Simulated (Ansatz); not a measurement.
Input and output for CH₂OS₂Si (`O=C1[SiH2]SS1`).

```yaml
crystal:
  periodic: [false, false, false]
  atoms:
    - {symbol: O, position_ang: [-1.394634, -1.616974, -0.703882]}
    - {symbol: C, position_ang: [-0.481773, -0.998547, -0.259949]}
    - {symbol: Si, position_ang: [-0.048428, 0.861113, -0.009849]}
    - {symbol: S, position_ang: [1.799755, 0.192822, 0.856120]}
    - {symbol: S, position_ang: [1.032523, -1.720372, 0.422739]}
    - {symbol: H, position_ang: [0.098603, 1.625525, -1.272725]}
    - {symbol: H, position_ang: [-0.944846, 1.588332, 0.921945]}
basis:
  gaussian: {orbitals: def2-mTZVP}
magnetization: {spin_polarized: true, initial_magnetization: 2}
hamiltonian: {xc: {name: revPBE}, dispersion: d3bj}
```

```sh
$ ansatz run in.yaml --threads 2 --pin off --events-out ev --progress --plain --max-ram 4352MiB
```

Shortened log:

```
Functional definition: revPBE
1090 factors; their error is unknown
mean field evaluation 1: about -32644.1323 eV, gradient 5.2e1 eV
mean field evaluation 2: about -32316.9869 eV, gradient 1.8e2 eV
mean field evaluation 4: about -32644.0812 eV, gradient 5.5e1 eV
mean field evaluation 8: about -32657.6694 eV, gradient 1.4e0 eV
mean field evaluation 16: about -32657.6552 eV, gradient 1.4e-3 eV
mean field -32657.65523548 eV, -1200.1466937502 hartree, gradient 9.3e-6 eV, S^2 2.005069; 8 other end points of the search recorded, 0 dependent functions left out
reference -32657.65528503 eV, -1200.1466955710 hartree; 32, 30 occupied and 83, 85 virtual orbitals, 1090 factors
Total energy: -32658.22218315 eV, -1200.1675286926 hartree
```

Hardware: 2 threads of an Intel Xeon Platinum 8375C on a shared host. Wall time 5.5 s, peak host memory 0.23 GiB.
